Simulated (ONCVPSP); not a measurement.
## Which change was made? (I, ONCV)

* Element: iodine (I)
* Generator: ONCVPSP 4.0.1
* Type: optimised norm-conserving Vanderbilt (ONCV)
* Functional: PBE
* Relativity: scalar-relativistic
* Frozen core: [Kr]
* Valence charge: 17
* Reference configuration: 4d10 5s2 5p5
* Partial waves: 5s: rc 1.40 bohr, ncon 3, nbas 7, qcut 4 1/bohr, 2 projectors, debl 0.8 Ha; 5p: rc 2.20 bohr, ncon 4, nbas 9, qcut 4 1/bohr, 1 projector; 4d: rc 1.45 bohr, ncon 5, nbas 9, qcut 8.5 1/bohr, 3 projectors, debl 3.5 Ha
* Local potential: polynomial inside 1.10 bohr (lpopt 5, dvloc0 6 Ha)
* Core correction: Teter function, fcfact 3.75, rcfact 1

Cutoffs, loose and tight: the cutoffs (Ha) at which the residual kinetic energy of the hardest occupied pseudo-wave falls to 1 and 0.1 mHa per electron. They do not see the model core or the augmentation charge, which bear on the density cutoff. Test errors are all-electron minus pseudo excitation energies from the reference, over the configurations 4d10 5s2 5p4; 4d10 5s2 5p3; 4d10 5s2 5p2; 4d10 5s2 5p4.5; variants that change the core or the reference have their own tests.

The base gives: outcome: generated; cutoff, loose: 67 Ha; cutoff, tight: 133 Ha; bound ghosts: s; GHOST(+) flags above zero: s, p; largest test error (meV): +127.

Task: After one change the result is: outcome: generated; cutoff, loose: 81 Ha; cutoff, tight: 145 Ha; bound ghosts: s; GHOST(+) flags above zero: s, p; largest test error (meV): +127. Which change was it?
A. s: qcut 3.7; p: qcut 3.7; d: qcut 7.9
B. d: rc 1.4
C. p: nproj 3

Result: B. The others give: s: qcut 3.7; p: qcut 3.7; d: qcut 7.9 → outcome: generated; cutoff, loose: 117 Ha; cutoff, tight: 141 Ha; bound ghosts: s; GHOST(+) flags above zero: s; largest test error (meV): +136 | p: nproj 3 → outcome: generated; cutoff, loose: 67 Ha; cutoff, tight: 133 Ha; bound ghosts: s; GHOST(+) flags above zero: s, p; largest test error (meV): -25.
